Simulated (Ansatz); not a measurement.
Gas-phase reaction R1 → P1 + P2, each structure at its B3LYP-D3(BJ)/def2-TZVP stationary point, reached from a drawn start (curvature not checked).
R1, C2H4 (SMILES C=C) (charge 0, multiplicity 1):
| atom | x (Å) | y (Å) | z (Å) |
|---|---|---|---|
| C | -0.6611 | -0.0392 | -0.0047 |
| C | 0.6611 | 0.0392 | 0.0047 |
| H | -1.2848 | 0.8354 | 0.1353 |
| H | -1.1749 | -0.9815 | -0.1527 |
| H | 1.2848 | -0.8354 | -0.1353 |
| H | 1.1749 | 0.9815 | 0.1527 |
P1: C atom, charge 0, multiplicity 3.
P2: CH4 (SMILES C), charge 0, multiplicity 1.

P less R. No zero-point or thermal terms; singlets are restricted closed shells; open shells are unrestricted; no spin–orbit coupling.

Cores are frozen in the correlated methods.

Codes used: Ansatz (Gaussian orbitals). Each number belongs to the level named beside it.

```json
[
 {"level": "HF/cc-pVTZ", "reaction energy (kJ/mol)": "417.8"},
 {"level": "PBE/def2-TZVPP", "reaction energy (kJ/mol)": "633.6"},
 {"level": "PBE0/def2-TZVPP", "reaction energy (kJ/mol)": "611.1"},
 {"level": "B2PLYP/def2-TZVPP", "reaction energy (kJ/mol)": "595.1"},
 {"level": "MP2/cc-pVTZ", "reaction energy (kJ/mol)": "601.5"},
 {"level": "MP2/cc-pVQZ", "reaction energy (kJ/mol)": "613.3"},
 {"level": "SCS-MP2/cc-pVTZ", "reaction energy (kJ/mol)": "588.3"},
 {"level": "CCSD/cc-pVQZ", "reaction energy (kJ/mol)": "570.5"},
 {"level": "CCSD(T)/cc-pVDZ", "reaction energy (kJ/mol)": "…"}
]
```

**Question.** Some entries are withheld; supply them.

**Answer.** 
- CCSD(T)/cc-pVDZ, reaction energy (kJ/mol): 542.9

Ansatz is a program for electronic structure.
